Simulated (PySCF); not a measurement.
Compound: C2H5FO4Si2.
Numbering: `[O:1]=[C:2]([OH:3])[C@@H:4]1[O:5][Si@H:6]([F:7])[O:8][SiH2:9]1`

NICS is the negative of the GIAO shielding at a point without a nucleus: at the ring centre (0) and 1 Å above and below it (1); zz is the component along the ring normal. Level: GIAO PBE0/pcSseg-1 (PySCF, non-relativistic, gas phase) on the GFN2-xTB geometry, one conformer.

Ring bond lengths (Å), with Mayer bond orders in brackets: C4–O5 1.411 (0.87), O5–Si6 1.612 (1.01), Si6–O8 1.640 (0.94), O8–Si9 1.624 (0.96), Si9–C4 1.955 (0.80).

Task: What do the NICS probes read (ppm)?

Result: 
```
            ring                                                        type  NICS(0)  NICS(1), two faces  NICS(1)zz, two faces  rms pucker (Å)  centre to ring atoms, mean (Å)
C4–O5–Si6–O8–Si9  5-membered ring with 2 O and 2 Si; formal bonds all single     -6.6         -2.9 / -2.5           -4.4 / -2.5            0.01                            1.40
```

Task: What do they say, and how far can they be read as aromaticity?

Result: 
- C4–O5–Si6–O8–Si9: mean NICS(1)zz -3.5 ppm, shielded. C4, Si6, Si9 have four or more neighbours, and the NICS criterion for π rings isn't applied.

Task: At the first NICS(1) probe listed for ring C4–O5–Si6–O8–Si9, 1 Å off the ring, what do the in-plane components average?

Result: The isotropic value is a third of the trace: (3 × -2.9 − (-4.4))/2 = -2.1 ppm.

Task: What are the shieldings of the ring atoms and their hydrogens in the same run (means over atoms taken as equivalent)?

Result: 
| atoms | environment | σ isotropic (ppm) |
| --- | --- | --- |
| C4 | sp3 carbon bound to oxygen | 117.8 |
| O5 | silyl ether oxygen | 270.9 |
| Si6 | fluorine-bound silicon | 391.4 |
| O8 | siloxane oxygen | 263.2 |
| Si9 | oxygen-bound silicon | 362.7 |
| H on C4 | methine hydrogen | 26.96 |
| H on Si6 | Si–H hydrogen | 27.15 |
| H on Si9 | Si–H hydrogen | 26.52 |
| H on Si9 | Si–H hydrogen | 26.81 |
